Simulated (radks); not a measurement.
Values are calculated unless marked as measured or tabulated.
The table gives one normalised radial function P(r) = r R(r) of Pb18+ in [Kr] 4d10 4f14 5s2 5p2 (r in bohr). Code: a radial shooting solver on a logarithmic mesh with Libxc functionals. Model: scalar-relativistic Kohn-Sham, PBEsol, spin-polarised, spherical densities, finite nucleus; open shells are filled with parallel spins first (spin-orbit coupling, left out, can overturn this in heavy ions); Fermi nuclear charge, rms radius 5.5012 fm.

r          P
0.0006118   0.0000
0.0007966   0.0000
0.001037    0.0000
0.001362    0.0001
0.001773    0.0001
0.002309    0.0003
0.003006    0.0006
0.003946    0.0012
0.005138    0.0025
0.00669     0.0051
0.008711    0.0101
0.01143     0.0204
0.01489     0.0396
0.01939     0.0751
0.02525     0.1379
0.03314     0.2463
0.04315     0.4075
0.05618     0.6235
0.07316     0.8572
0.09603     1.0130
0.125       0.9227
0.1628      0.4562
0.212      -0.3567
0.2761     -1.2190
0.3624     -1.7024
0.4718     -1.5577
0.6144     -1.0085
0.8        -0.4516
1.05       -0.1242
1.367      -0.0201
1.78       -0.0016
2.318      0.0000

Which n and l does it have? It may be an empty orbital.

Answer. n = 4, l = 2: the number of nodes gives n - l - 1 = 1, the rise at small r (about r^(l+1), flatter next to the nucleus through relativity) gives l, and the extent must fit the shell. The curve is that of 4d down; the table hardly tells the two spins apart. 4d down: eigenvalue -791.33 eV, 1 radial node at r = 0.191 bohr, <r> = 0.426 bohr, 90 % of the charge inside 0.632 bohr.
